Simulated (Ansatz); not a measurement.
Isolated molecules relaxed with PBE0-D4/def2-TZVP in Ansatz; ΔE leaves out vibrations. CBS: MP2 limit from def2 TZ/QZ plus the TZ coupled-cluster correction, frozen cores. This one scheme is used for every species. Functionals use def2-TZVPP. B3LYP here is the variant with VWN-RPA as its local correlation; programs differ in this. Each species was taken in one conformer, which may not be the lowest.

Consider the formal exchange of groups at a C–Al bond: `C[SiH2][CH2][AlH][F]` + SiH₄ → `C[SiH2]C[SiH3]` + `[F][AlH2]`.

`C[SiH2][CH2][AlH][F]`:

Cartesian coordinates in Å:
```
C -1.161 1.474 0.112
Si -0.681 0.004 -0.944
C 0.205 -1.292 0.074
Al 1.880 -0.708 0.840
F 3.281 -1.107 0.060
H -0.285 1.958 0.555
H -1.689 2.223 -0.482
H -1.820 1.168 0.929
H 0.219 0.462 -2.042
H -1.904 -0.563 -1.581
H -0.471 -1.600 0.881
H 0.391 -2.166 -0.561
H 2.036 0.147 2.158
```

SiH₄:

Z-matrix (Å, degrees):
```
Si
H 1 1.485
H 1 1.485 2 109.5
H 1 1.485 2 109.5 3 -120.0
H 1 1.485 2 109.5 3 120.0
```

`C[SiH2]C[SiH3]`:

Cartesian coordinates in Å:
```
C -1.515 -0.173 -1.277
Si -0.746 -1.024 0.200
C 0.334 0.146 1.191
Si 1.761 0.900 0.247
H -2.168 -0.860 -1.820
H -2.114 0.685 -0.963
H -0.751 0.185 -1.970
H 0.085 -2.175 -0.256
H -1.822 -1.568 1.078
H 0.738 -0.401 2.051
H -0.289 0.953 1.592
H 2.617 1.734 1.134
H 1.260 1.765 -0.855
H 2.608 -0.167 -0.352
```

`[F][AlH2]`:

Z-matrix (Å, degrees):
```
Al
F 1 1.650
H 1 1.576 2 117.0
H 1 1.576 2 117.0 3 -179.9
```

```tsv
level	ΔE (kJ/mol)	difference from CCSD(T)/CBS
PBE-D4	16.0	1.9
r2SCAN-D4	17.5	3.4
PBE0-D4	14.7	0.6
B3LYP-D4	14.4	0.3
ωB97X-V	13.2	-0.9
ωB97M-V	14.3	0.2
B2PLYP	16.4	2.3
PBE	18.2	4.1
r2SCAN	18.1	4.0
PBE0	16.6	2.5
B3LYP	17.9	3.8
HF/def2-TZVPP	12.8	-1.3
MP2/def2-TZVPP	14.1	0.0
SCS-MP2/def2-TZVPP	13.6	-0.5
CCSD/def2-TZVPP	14.6	0.5
CCSD(T)/def2-TZVPP	15.1	1.0
HF/def2-QZVPP	12.4	-1.7
MP2/def2-QZVPP	13.4	-0.7
SCS-MP2/def2-QZVPP	13.0	-1.1
HF/CBS(def2)	12.3	-1.8
MP2/CBS(def2)	13.1	-1.0
CCSD/CBS(def2)	13.7	-0.4
CCSD(T)/CBS	14.1	0
```

Largest T1 diagnostic among the species: 0.012.

The D4 term adds −3.5 kJ/mol with B3LYP and −1.9 kJ/mol with PBE0; it sums over pairs of atoms, weighted by their polarisabilities, and B3LYP, whose exchange is more repulsive, gets the larger term.

CCSD(T)/CBS has its own doubt, a few kJ/mol and more with outer-core shells, so smaller differences from it don't rank the levels.
